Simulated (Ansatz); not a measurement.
Task: Name a neutral molecule of C, O, Si and H with HOMO–LUMO gap (ωB97M-V/def2-TZVPP) between 9.25 and 9.55 eV and HOMO–LUMO gap (PBE/def2-TZVPP) between 3.45 and 3.75 eV (Ansatz, PBE0-D4/def2-TZVP geometry).

Result: `OC[SiH]1C[SiH2]1` (9.25 eV, 3.61 eV). Other molecules can fit too; these were computed, each in one conformer that needn't be the lowest.
